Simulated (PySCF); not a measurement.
# How methods differ on the ionisation energy of Fe(2+)

Fe(2+) [Ar] 3d6 (5D) → Fe(3+) [Ar] 3d5 (6S), as a difference of total energies. Computed with PySCF 2.14 in aug-cc-pwCVTZ-DK (10s9p7d4f3g, 127 functions), with scalar relativity by spin-free X2C-1e. Correlated levels: valence: [Ar] frozen; valence and next inner shell: [Ne] frozen; nothing frozen. The calculations carry no spin-orbit coupling.

```
                                method  ionisation energy (eV)
                                   UHF                  28.322
                                   LDA                  31.680
                                   PBE                  31.488
                                  PBE0                  30.998
                                r2SCAN                  30.814
                               wB97M-V                  30.974
                                 B97-3                  31.006
                                  BP86                  31.666
                         MP2 (valence)                  30.036
                     SCS-MP2 (valence)                  30.275
    MP2 (valence and next inner shell)                  30.561
SCS-MP2 (valence and next inner shell)                  30.573
                   MP2 (all electrons)                  30.584
               SCS-MP2 (all electrons)                  30.581
```

Question: How much does correlation contribute at MP2 (all electrons)?

Answer: 30.584 − (28.322) = 2.262 eV, measured against UHF.

A first-order spin-orbit estimate (lowest level to lowest level, LS coupling) adds 0.060 eV.

Errors of the correlated levels include the incompleteness of this basis and the frozen core.

For comparison: 30.651 ± 0.012 eV (measured; NIST Atomic Spectra Database, ionization energies).
